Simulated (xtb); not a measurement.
I4Si, charge +1, doublet, from a rough starting geometry (a state made from the parent by changing its charge; the spin is typed, not shown lowest); GFN2-xTB run with xtb.

xtb was given this input:
```
$ xtb mol.xyz --gfn 2 --chrg 1 --uhf 1 --opt vtight --json

# file mol.xyz
5

I      2.25056189    -1.02322825     0.41157390
Si    -0.02470519     0.02207253     0.03168658
I     -1.46809961    -1.63850981    -1.18275532
I     -1.07935117     0.69594214     2.14382296
I      0.26270069     1.96427834    -1.43648968
```

Output, abridged:

```
   ID    Z sym.   atoms
    1   53 I      1, 3-5
    2   14 Si     2

           -------------------------------------------------
          |                Calculation Setup                |
           -------------------------------------------------

           -------------------------------------------------
          |                 G F N 2 - x T B                 |
           -------------------------------------------------

          ...................................................
          :                      SETUP                      :
          :.................................................:
          :  # basis functions                  50          :
          :  # atomic orbitals                  45          :
          :  # shells                           15          :
          :  # electrons                        31          :
          :  max. iterations                   250          :
          :  Hamiltonian                  GFN2-xTB          :
          :  restarted?                      false          :
          :  GBSA solvation                  false          :
          :  PC potential                    false          :
          :  electronic temp.          300.0000000     K    :
          :  accuracy                    1.0000000          :
          :  -> integral cutoff          0.2500000E+02      :
          :  -> integral neglect         0.1000000E-07      :
          :  -> SCF convergence          0.1000000E-05 Eh   :
          :  -> wf. convergence          0.1000000E-03 e    :
          :  Broyden damping             0.4000000          :
          :  net charge                          1          :
          :  unpaired electrons                  1          :
          ...................................................

 iter      E             dE          RMSdq      gap      omega  full diag
   1    -16.2344742 -0.162345E+02  0.879E+00    4.55       0.0  T
   2    -15.8036081  0.430866E+00  0.128E+01    3.36       1.0  T
   3    -16.5852614 -0.781653E+00  0.534E+00    4.08       1.0  T
   4    -16.5480829  0.371785E-01  0.680E+00    3.79       1.0  T
   5    -16.5282237  0.198592E-01  0.791E+00    3.70       1.0  T
   6    -16.5729381 -0.447144E-01  0.496E+00    3.94       1.0  T
   7    -16.5790264 -0.608829E-02  0.433E+00    3.95       1.0  T
   8    -16.5928348 -0.138084E-01  0.322E+00    4.01       1.0  T
   9    -16.6023322 -0.949732E-02  0.251E+00    4.03       1.0  T
[...]
 * total energy  :   -16.5906346 Eh     change       -0.1495195E-09 Eh
 * total energy  :   -16.5895077 Eh     change        0.1126895E-02 Eh
 * total energy  :   -16.5912930 Eh     change       -0.1785394E-02 Eh
 * total energy  :   -16.5900339 Eh     change        0.1259151E-02 Eh
 * total energy  :   -16.5915584 Eh     change       -0.1524532E-02 Eh
 * total energy  :   -16.5915448 Eh     change        0.1367552E-04 Eh
 * total energy  :   -16.5915630 Eh     change       -0.1825768E-04 Eh
 * total energy  :   -16.5915629 Eh     change        0.1258045E-06 Eh
 * total energy  :   -16.5915655 Eh     change       -0.2572093E-05 Eh
 * total energy  :   -16.5915644 Eh     change        0.1019364E-05 Eh
 * total energy  :   -16.5915659 Eh     change       -0.1444706E-05 Eh
 * total energy  :   -16.5915659 Eh     change       -0.2090836E-08 Eh
   *** GEOMETRY OPTIMIZATION CONVERGED AFTER 12 ITERATIONS ***
         :: total energy             -16.591565886777 Eh    ::
[...]
       ...                                ...                  ...
        45                          1.0600652              28.8458
      -------------------------------------------------------------
                  HL-Gap            0.1500595 Eh            4.0833 eV
             Fermi-level           -0.5872366 Eh          -15.9795 eV

     #   Z          covCN         q      C6AA      α(0)
     1  53 I        1.000     0.109   364.003    32.935
     2  14 Si       3.444     0.563   101.809    19.684
     3  53 I        1.000     0.109   364.003    32.935
     4  53 I        1.000     0.109   364.003    32.935
     5  53 I        1.000     0.109   364.003    32.935

 Mol. C6AA /au·bohr⁶  :       7450.285108
 Mol. C8AA /au·bohr⁸  :     665778.320991
 Mol. α(0) /au        :        151.424804

Wiberg/Mayer (AO) data.
largest (>0.10) Wiberg bond orders for each atom

 ---------------------------------------------------------------------------
     #   Z sym  total        # sym  WBO       # sym  WBO       # sym  WBO
 ---------------------------------------------------------------------------
     1  53 I    1.304 --     2 Si   1.006
     2  14 Si   4.023 --     5 I    1.006     4 I    1.006     1 I    1.006
                             3 I    1.006
     3  53 I    1.304 --     2 Si   1.006
     4  53 I    1.304 --     2 Si   1.006
     5  53 I    1.304 --     2 Si   1.006
 ---------------------------------------------------------------------------

Topologies differ in total number of bonds
Writing topology from bond orders to xtbtopo.mol

molecular dipole:
                 x           y           z       tot (Debye)
 q only:       -0.022       0.008      -0.012
   full:       -0.022       0.008      -0.012       0.067
molecular quadrupole (traceless):
                xx          xy          yy          xz          yz          zz
 q only:        0.000      -0.000      -0.000       0.000      -0.000      -0.000
  q+dip:        0.001      -0.000      -0.000       0.001      -0.000      -0.000
   full:        0.001      -0.000      -0.000       0.001      -0.000      -0.000

optimized geometry written to: xtbopt.xyz

           -------------------------------------------------
          | TOTAL ENERGY              -16.591565886777 Eh   |
          | GRADIENT NORM               0.000013724924 Eh/α |
          | HOMO-LUMO GAP               4.083325765964 eV   |
           -------------------------------------------------

normal termination of xtb
```
